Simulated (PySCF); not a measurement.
Radial density of V⁺ (vanadium, charge +1)

M06-L, [Ar] 3d3 4s1, high-spin 5F determinant (an excited configuration). All numbers are calculated (PySCF 2.14, the spin-free X2C one-electron Hamiltonian (Gaussian nucleus), in x2c-TZVPPall with one added diffuse shell each of s, p, d, f type (7s6p5d3f1g, 80 functions)).

| r (bohr) | 4πr²ρ (e/bohr) | 4πr²(ρα − ρβ) |
| --- | --- | --- |
| 0.00125 | 0.2031 | 0.0001 |
| 0.00210 | 0.5188 | 0.0003 |
| 0.00354 | 1.306 | 0.0007 |
| 0.00595 | 3.160 | 0.0017 |
| 0.0100 | 7.124 | 0.0036 |
| 0.0168 | 14.23 | 0.0070 |
| 0.0283 | 23.25 | 0.0102 |
| 0.0477 | 27.45 | 0.0086 |
| 0.0802 | 22.33 | 0.0042 |
| 0.135 | 22.94 | 0.0358 |
| 0.227 | 29.65 | 0.1729 |
| 0.381 | 14.74 | 0.6974 |
| 0.642 | 10.19 | 1.9028 |
| 1.08 | 9.491 | 1.9915 |
| 1.82 | 2.180 | 1.1138 |
| 3.05 | 0.5623 | 0.5493 |
| 5.14 | 0.05403 | 0.0540 |
| 8.64 | 0.0003188 | 0.0003 |
| 14.5 | 1.413e-05 | 0.0000 |

Densities and radii are taken from the X2C orbitals without a picture-change correction, which distorts them close to the nucleus.
